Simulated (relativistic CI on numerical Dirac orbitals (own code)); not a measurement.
Method of calculation: Dirac-Coulomb-Breit CI, orbitals from a KLI potential per configuration, model QED (radiative potential, 1s self-energy scaled to tabulated hydrogen-like ionisation energies), unscaled Slater integrals (own radial code, finite nucleus).

The strongest absorption lines from the ground level of an ion, among the configurations computed and to levels below about 1810 eV (vacuum wavelength in Å, gf): 10.220 (0.073), 10.373 (0.059), 14.456 (0.19), 15.026 (0.19), 79.727 (0.98), 144.65 (0.26).

(1) Which ion is it?
A. Eu³⁴⁺
B. Dy³⁷⁺
C. Tm³⁸⁺
D. Tm⁴⁰⁺

Results:

(1) D. Tm⁴⁰⁺ has 29 electrons and the ground level 3d¹⁰4s ²S1/2; the strongest line goes to 3d¹⁰4p ²P°3/2. The pattern of lines fixes the number of electrons, and along that sequence the line energies rise steadily with the charge (about as its square where n changes within one kind of shell, about linearly where n is kept but much faster in heavy ions where fine structure, which grows about as Z⁴, sets the gap, and irregularly where shells cross), which fixes Z. Configurations outside the model, such as inner-shell arrays, can give stronger lines. At this charge energies of transitions that change n are usually good to better than 1 %, and those within a shell (Δn = 0) to a few per cent.

LS names give the leading component of a level, which can be under half, so a name can repeat, a term be missing and a line seem to break the LS rules.
